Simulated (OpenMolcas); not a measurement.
**What dynamic correlation does to the levels of Pd²⁺**

- Program: OpenMolcas 26.06
- Basis: ANO-R1 [6s4p3d1f]
- Scalar Hamiltonian: X2C, finite nucleus
- Active space: 8 electrons in 6 orbitals (4d 5s)
- State averaging: 2S+1 = 3 even, 55 roots; 2S+1 = 5 even, 10 roots kept (CI in the orbitals of an earlier block); 2S+1 = 1 even, 43 roots kept (CI in the orbitals of an earlier block)
- Spin-orbit coupling: RASSI with atomic mean-field integrals over the reference wave functions, term energies averaged over their components

Methods on the same reference wave functions:
A. CASSCF
B. SS-CASPT2, IPEA 0.25 Eh, imaginary shift 0.1 Eh (closed shells correlated: 4s 4p)
C. MS-CASPT2, IPEA 0.25 Eh, imaginary shift 0.1 Eh (closed shells correlated: 4s 4p)

Energies in cm⁻¹ above 4d⁸ ³F₄, the measured ground level; measured values from Moore, Atomic Energy Levels, vol. III, NSRDS-NBS 35 (1971 reprint of NBS Circular 467, 1958).

```
               Level      A      B      C  Measured
             4d⁸ ³F₄    0.0    0.0    0.0       0.0
             4d⁸ ³F₃   3457   3470   3470      3230
             4d⁸ ³F₂   5227   4920   4920      4687
             4d⁸ ³P₁  17498  15020  15000     13470
             4d⁸ ³P₀  17826  15220  15210     13699
      4d⁸ ³P₂ [53 %]  18061  15420  15410          
             4d⁸ ¹G₄  21850  19450  19440     17880
          4d⁷ 5s ⁵F₅  49106  53750  53750     52916
             4d⁸ ¹S₀  51164  42330  42340          
          4d⁷ 5s ⁵F₄  51273  55910  55910     55089
          4d⁷ 5s ⁵F₃  52934  57570  57580     56742
          4d⁷ 5s ⁵F₂  54072  58690  58690     57845
          4d⁷ 5s ⁵F₁  54780  59380  59380     58527
       4d⁷ 5s ³F₄(1)  60612  63740  63740          
       4d⁷ 5s ³F₃(1)  63525  66620  66630          
4d⁷ 5s ³F₂(1) [72 %]  65254  68450  68450          
          4d⁷ 5s ⁵P₃  65481  68090  68100     65708
          4d⁷ 5s ⁵P₁  67030  69470  69460     67151
          4d⁷ 5s ³G₅  68650  71840  71850     69986
          4d⁷ 5s ³G₄  69743  72890  72890     71047
```

Deviations, from unrounded energies. A percentage is the sum of absolute deviations over the sum of measured energies, with the sign that they share, or ± where signs differ.

| Against measurement | Levels | A | B | C |
| --- | --- | --- | --- | --- |
| mean absolute deviation (cm-1) | 14 | 2500 | 1300 | 1300 |
| fine structure of the ground term (%) | 2 | +9.7 | +6.0 | +6.0 |
| other terms of the ground configuration (%) | 3 | +26.9 | +10.3 | +10.2 |
| other configurations (%) | 9 | -4.0 | +2.3 | +2.3 |

B, C lie about equally close to measurement and A furthest from it. The largest miss of C in the table is 4d⁷ 5s ⁵P₃, by +2400 cm-1. The ranking rests on the paired levels alone, and a cruder setting can come out closer through cancelling errors.

Between B and C the level of the table that moves most is 4d⁸ ³P₀, by 13 cm-1 (lowest in C, highest in B). Moves below CASPT2's spread within the term are not significant.

The two smallest mean deviations differ by little beside CASPT2's spread within terms, so their order carries little weight.

From A to B the spin-free energies of the other terms of 4d⁸ shown, above ³F, scale by factors of 0.81 to 0.87, as is usual when dynamic correlation screens the repulsion within a d or f shell.

The lowest spin-free term lies below A's lowest term by 0.370 hartree in B, 0.370 hartree in C.

CASPT2 does not keep the components of a term degenerate, so their means are used; among the terms shown or strongly mixed into the levels shown the widest spread is 1400 cm-1 (4d⁸ ¹G, C). Terms from blocks run as CI alone lack orbitals of their own. A single d shell beside an s shell can misplace configurations of different d count against each other. Without dynamic correlation excited terms often stand tens of per cent too high (terms of higher spin than the ground term too low), and those without a measured partner can miss by more than the paired ones (holds for A). Computed and measured levels are paired by configuration, term and J; levels that our copy of the source lacks, or whose pairing is in doubt (as where it misses far off the trend of its configuration), stay unpaired and out of the deviations. Levels of configurations outside the active space are missing. The table leaves out levels that lie high or whose names do not pair safely across all columns.

A share in square brackets marks a mixed level and gives the weight of the term that names it, the lowest over the columns. A number in round brackets counts repeated terms of one configuration in the order of the reference energies.
